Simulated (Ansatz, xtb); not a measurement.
# Two isomers of C6H4O3

Structure a is `O=CC1=CC(=O)C=C1O`, a singlet and structure b is `O=CC1=CC(=O)CC1=O`, a singlet. Both are isolated molecules in the gas phase, relaxed with B3LYP-D3(BJ)/def2-SVP, each in the lowest conformer that the search found.

Problem. Which of the two would you expect CCSD(T)/def2-SVP + ΔMP2/def2-TZVPP electronic energies to favour?

Solution. Structure b; the calculation gives E(b) − E(a) = −7.8 kcal/mol.

How the difference moves with the method:

```
                             level               geometry  E(b) − E(a) (kcal/mol)  departure from the last row (kcal/mol)  job, with rough time for the two
                          GFN2-xTB               GFN2-xTB                      −5.0                                    +2.8               optimisation, 0.2 s
                         HF/STO-3G               GFN2-xTB                     −20.2                                   −12.4               single point, 1.3 s
                r2SCAN-D4/def2-SVP               GFN2-xTB                      −5.9                                    +1.8               single point, 6.3 s
             B3LYP-D3(BJ)/def2-SVP  B3LYP-D3(BJ)/def2-SVP                      −7.1                                    +0.7                optimisation, 70 s
                       HF/def2-SVP  B3LYP-D3(BJ)/def2-SVP                     −14.9                                    −7.2           part of the CCSD(T) run
                      MP2/def2-SVP  B3LYP-D3(BJ)/def2-SVP                     −10.7                                    −2.9           part of the CCSD(T) run
                  CCSD(T)/def2-SVP  B3LYP-D3(BJ)/def2-SVP                     −11.2                                    −3.4                      single point
CCSD(T)/def2-SVP + ΔMP2/def2-TZVPP  B3LYP-D3(BJ)/def2-SVP                      −7.8                                                     single point, 3.4 min
```

As drawn, b has 1 C=O, 1 C–C, 1 C–H in place of 1 C=C, 1 C–O, 1 O–H.

The levels shown agree on the order. The largest departure from CCSD(T)/def2-SVP + ΔMP2/def2-TZVPP is that of HF/STO-3G, 12.4 kcal/mol. The last row adds to CCSD(T) the change of the MP2 difference between the two basis sets, here +3.4 kcal/mol, a large step that makes the value less sure.

With thermal terms from frequencies at re-optimised GFN2-xTB minima (ideal gas, soft modes damped towards free rotors, one conformer each, 298.15 K, 1 atm): the zero-point term adds −0.3 kcal/mol; ΔH is −7.7 and ΔG −8.9 kcal/mol.

The correlated steps freeze 9 core orbitals. Programs: Ansatz 0.2.0, xtb 6.7.1; the last row on 2 threads of Intel(R) Xeon(R) Processor @ 2.70GHz on a shared host.
